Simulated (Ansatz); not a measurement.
# A geometry optimisation of Al2FH3N+ with BLYP-D3(BJ)/def2-SVP

The starting geometry of this gas-phase singlet was optimised with GFN2-xTB.

```xyz
7

Al   -0.5092    2.8689   -1.0456
Al   -1.8847   -0.1102   -0.3334
F    -1.7884    3.6202   -0.3715
N    -0.6706    0.9822   -0.9792
H     0.7290    3.4126   -1.6842
H     0.1365    0.5318   -1.4364
H    -2.9865   -0.9833    0.2571
```

Problem. Predict what it relaxes into with BLYP-D3(BJ)/def2-SVP.

Solution. New bonds form, giving a structure with F3 bridging Al2 and Al1, given below by its coordinates. Distances that change by over a tenth: Al1–F3 (1.63 → 1.86 Å). Contacts that close: Al1–Al2 (3.36 → 2.70 Å), Al2–F3 (3.73 → 1.86 Å).

The energy falls by 1.07 eV over 13 steps:

| step | E − E(last) (eV) |
| --- | --- |
| 1 | 1.073 |
| 2 | 0.993 |
| 4 | 0.902 |
| 5 | 0.827 |
| 6 | 0.670 |
| 8 | 0.101 |
| 9 | 0.067 |
| 10 | 0.001 |
| 12 | 0.000 |
| 13 | 0.000 |

Final geometry (Å):

```xyz
7

Al   -0.3042    2.5912   -1.1592
Al   -1.9243    0.6058   -0.3096
F    -1.9428    2.4690   -0.2803
N    -0.3509    0.7967   -1.1526
H     0.3300    3.9749   -1.4856
H     0.3100    0.1024   -1.5147
H    -3.0916   -0.2179    0.3087
```

Frequencies at the end are all real (lowest 195 cm⁻¹). Run with Ansatz 0.2.0, 52 s on 1 thread of AMD EPYC (Zen 3) (shared host).
